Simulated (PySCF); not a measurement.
**Exercise with solution: chemical shift, span and skew from a shielding tensor**

C₄H₆ClF, SMILES Cl[C@@H]1C[C@]1(C)F. Atoms are numbered in the order given.

```xyz
12

C      2.0767    -0.8393    -0.3900
C      0.6994    -0.5442     0.1325
F      0.7295    -0.1162     1.4308
C     -0.5135    -1.3424    -0.2523
C     -0.3528     0.0794    -0.7425
Cl    -1.3844     1.3572    -0.0927
H      2.0365    -1.1539    -1.4429
H      2.7119     0.0570    -0.3152
H      2.5414    -1.6476     0.1964
H     -1.2466    -1.4934     0.5439
H     -0.4219    -2.1598    -0.9736
H     -0.1108     0.2503    -1.7947
```

Geometry: B3LYP-D3(BJ)/def2-SVP. The structure was generated by enumeration; whether it is a known compound was not checked.

GIAO shieldings from PySCF with HF/pcSseg-1, non-relativistic, no solvent. The symmetric part of the tensor of C5 has the principal values 122.0, 139.1, 208.9 ppm. The same nucleus in TMS has σ = 192.6 ppm at this level (PySCF, at its B3LYP-D3(BJ)/def2-TZVP geometry). Without spin–orbit terms, shifts of atoms bonded to Cl or Br come out too high.

Work out the isotropic shielding, the ¹³C shift against TMS, the span and the skew.


σ(iso) = (σ11 + σ22 + σ33)/3 = 156.7 ppm. δ = σ(ref) − σ(iso) = 192.6 − (156.7) = 35.9 ppm.
Span Ω = σ33 − σ11 = 86.9 ppm. Skew κ = 3(σ(iso) − σ22)/Ω = 0.61. Tumbling in solution averages the tensor to δ; in a static solid the shielding alone would spread this spin-1/2 line over Ω.
